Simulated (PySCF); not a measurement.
## Orbital energies and ionisation energy

CH8GeOSi.
Structure used (PBE0-D3(BJ)/def2-SVP), in Å, numbered top down from 1:
```
atom  x, y, z in Å
C1     1.870    0.451   -0.075
Ge2    0.681   -1.084   -0.141
O3    -0.950   -0.510   -0.583
Si4   -2.101    0.461    0.098
H5     1.865    0.963   -1.048
H6     2.899    0.134    0.151
H7     1.544    1.160    0.699
H8     1.070   -2.074   -1.251
H9     0.576   -1.799    1.223
H10   -3.257    0.557   -0.839
H11   -1.570    1.840    0.350
H12   -2.575   -0.095    1.406
```

Level: CAM-B3LYP/def2-SVPD (PySCF). Frontier orbitals with their largest atomic shares (Löwdin; up to four atoms above 4 %):

```
orbital  ε (eV)                             main atoms
 HOMO−3  -10.88  Ge2 23 %, H8 18 %, Si4 17 %, H10 14 %
 HOMO−2  -10.79  C1 20 %, Si4 18 %, Ge2 17 %, H11 14 %
 HOMO−1   -9.90  O3 38 %, Si4 15 %, Ge2 11 %, H10 10 %
   HOMO   -9.61                                      ?
   LUMO    0.90   Ge2 26 %, Si4 23 %, O3 11 %, H12 7 %
 LUMO+1    1.01      Ge2 33 %, C1 13 %, H9 9 %, H8 9 %
 LUMO+2    1.54    Ge2 20 %, C1 18 %, H9 12 %, H8 11 %
```

**Question.** What vertical ionisation energy does ΔSCF give, and how far is −ε(HOMO) from it?

**Answer.** ΔSCF: 10.38 eV (1002 kJ/mol; threshold wavelength 119 nm); ⟨S²⟩ of the doublet left behind is 0.761, against 0.75 for a pure doublet. −ε(HOMO) is 9.61 eV, 0.77 eV below it. For the exact functional −ε(HOMO) would equal the first vertical ionisation energy; CAM-B3LYP (range-separated hybrid) falls short of its own ΔSCF value by 7 %. Holes in the HOMO−1 and HOMO−2 were tried too where these lie within 1.2 eV of the HOMO; the lowest converged state counts.

**Question.** On which atoms does the HOMO lie?

**Answer.** O3 (oxygen bonded to Ge and Si) 39 %, Si4 (oxygen-bound silicon) 13 %, C1 (sp3 carbon bound to germanium) 12 %, H11 (Si–H hydrogen) 10 %. The HOMO−1 lies 0.29 eV lower.

**Question.** With α = 73.0 au, estimate the like-pair dispersion coefficient by London's formula C6 = (3/4)α²I.

**Answer.** I = 0.3815 Eh, so C6 ≈ 1530 au; the Casimir–Polder integral at the same level gives 1970 au, 1.29 times as much.

**Question.** What total energies stand behind the ΔSCF value?

**Answer.** E(N) = -2484.33211 Eh and E(N − 1) = -2483.95060 Eh at the same geometry, 0.38151 Eh apart.

The structure is a single PBE0-D3(BJ)/def2-SVP conformer in the gas phase; no vibrational or solvent corrections. The calculation is non-relativistic, for germanium too.
